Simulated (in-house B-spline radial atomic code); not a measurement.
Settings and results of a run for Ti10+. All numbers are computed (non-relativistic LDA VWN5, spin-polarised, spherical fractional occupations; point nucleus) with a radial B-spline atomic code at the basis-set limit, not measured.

Command:
```bash
python run_scf.py task.json out
```
Settings:
```
Z                22
configuration    [Ne] 3s2
hamiltonian      nr
method           lda,vwn
spin_polarised   True
```

Output (hartree, bohr):
```
 radial grid: 41 intervals, B-splines of order 8, outer radius 6.4486 bohr

 iter        energy (Eh)    residual
    1        -799.214066    1.42e+00
    2        -808.793931    3.81e-01
    3        -809.358358    1.43e-01
    4        -809.443213    5.31e-02
    5        -809.456439    1.39e-02
    6        -809.457362    3.68e-05
    7        -809.457362    8.70e-07
    8        -809.457362    3.30e-09

 total energy                      -809.45736
 kinetic                             808.6110
 electron-nucleus                  -1807.8388
 Hartree                             222.8567
 exchange-correlation                -33.0863

 orbital      occ     eigenvalue          <r>       <r^2>       <1/r>       r_max
 1s up      1.000      -186.4257    0.0702831  0.00662727     21.4894     0.04622
 1s down    1.000      -186.4257    0.0702831  0.00662727     21.4894     0.04622
 2s up      1.000       -28.0592     0.325067    0.124617     4.52774      0.2705
 2s down    1.000       -28.0592     0.325067    0.124617     4.52774      0.2705
 2p up      3.000       -24.9697     0.287125    0.101288     4.47463      0.2187
 2p down    3.000       -24.9697     0.287125    0.101288     4.47463      0.2187
 3s up      1.000        -9.2798     0.868892    0.857597      1.6462      0.8025
 3s down    1.000        -9.2798     0.868892    0.857597      1.6462      0.8025
```

Time taken, with all properties: 0.41 s on 1 thread of Intel(R) Xeon(R) Platinum 8259CL CPU @ 2.50GHz, with other jobs on the host.
